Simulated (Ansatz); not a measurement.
Compare A (`C[N](C)[GeH]`) with its isomer B (`C[C](=N)[GeH3]`).

Program: Ansatz. Geometries: PBE0-D4/def2-TZVP. ΔE: electronic, gas phase. CBS: MP2 limit from def2 TZ/QZ plus the TZ coupled-cluster correction, frozen cores. DFT in def2-TZVPP. B3LYP here is the variant with VWN-RPA as its local correlation; programs differ in this. For Ge outer-core shells are correlated without core-valence functions, which leaves a few kJ/mol of doubt a bond. Scalar relativity is left out up to krypton. Each species was taken in one conformer, which may not be the lowest.

(1) Which is lower in electronic energy at CCSD(T)/CBS, and by how much? (An estimate is asked.)

(2) Give E(B) − E(A) in kcal/mol with PBE-D4, CCSD(T)/def2-TZVPP, B2PLYP, CCSD/def2-TZVPP, ωB97M-V, B3LYP-D4, B3LYP. (Estimate.)

Largest T1 diagnostic: 0.016.

Results:

(1) Ansatz gave: A, by 5.6 kcal/mol.

(2) Computed: PBE-D4 7.1, CCSD(T)/def2-TZVPP 3.3, B2PLYP 6.0, CCSD/def2-TZVPP 3.4, ωB97M-V 6.3, B3LYP-D4 8.0, B3LYP 7.1. None reverses the order clearly.

From PBE to PBE0 (25 % exact exchange), in def2-TZVPP and without D4, E(B) − E(A) moves by −0.8 kcal/mol. In def2-TZVPP, CCSD(T) changes the Hartree–Fock value by +1.3 kcal/mol (the triples alone add −0.0 kcal/mol) and MP2 by +1.9 kcal/mol.
